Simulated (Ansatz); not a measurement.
Reaction (silylene formation by 1,1-elimination): `CS[SiH2]CF` → `CF` + `CS[SiH]`

Computed with Ansatz on PBE0-D4/def2-TZVP structures; ΔE is electronic, products minus reactants. CBS: MP2 limit from def2 TZ/QZ plus the TZ coupled-cluster correction, frozen cores. This one scheme is used for every species. Functionals use def2-TZVPP. HSE06 is defined as in plane-wave codes. One conformer a species, not always the lowest.

```
   level  ΔE (kcal/mol)
  PBE-D4           31.4
HSE06-D4           34.1
```

Question: What does CCSD(T)/CBS give? (Estimate.)

Answer: Computed: +32.9 kcal/mol. The listed levels differ from it by -1.5, 1.2 kcal/mol.

Question: What do rigid-rotor, harmonic-oscillator terms from PBE0-D4/def2-TZVP frequencies (298.15 K, 1 bar) make of the CCSD(T)/CBS value? (Estimate.)

Answer: The calculation gave: ΔZPE = -0.3 kcal/mol, ΔH = +33.2 kcal/mol, ΔS = 149 J/(mol·K), ΔG = +22.5 kcal/mol.

Largest T1 diagnostic among the species: 0.016.

From r2SCAN to r2SCAN0 (25 % exact exchange), in def2-TZVPP and without D4, ΔE moves by +1.1 kcal/mol. Leaving LDA and LC-ωPBE aside and taking each functional with its dispersion term where it has one, the values, not all of them listed here, spread over 8.5 kcal/mol, from BLYP-D4 to ωB97X-V. LDA lies +7.2 kcal/mol from PBE without D4.

CCSD(T)/CBS has its own doubt, a few kJ/mol and more with outer-core shells, so smaller differences from it don't rank the levels.
